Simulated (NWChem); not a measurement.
Species: Sn, triplet

Computed with NWChem. Spin-unrestricted. The open p shell is one determinant without spherical averaging. No stability test was run on the SCF state. def2 effective core potentials on Sn; no spin-orbit coupling. Total energies compare along this basis series because the functional is fixed.

```csv
level,basis functions,energy (Ha),highest occupied level (eV),"lowest empty minus highest occupied level, either spin (eV)"
PBE0/def2-SVP,26,-214.2543,-4.99,1.82
PBE0/def2-SVPD,32,-214.2546,-4.99,1.82
PBE0/def2-TZVP,50,-214.2587,-5.02,1.82
PBE0/def2-TZVPD,56,-214.2588,-5.02,1.82
PBE0/def2-TZVPP,50,-214.2587,-5.02,1.82
PBE0/def2-QZVP,82,-214.2596,-5.03,1.83
```
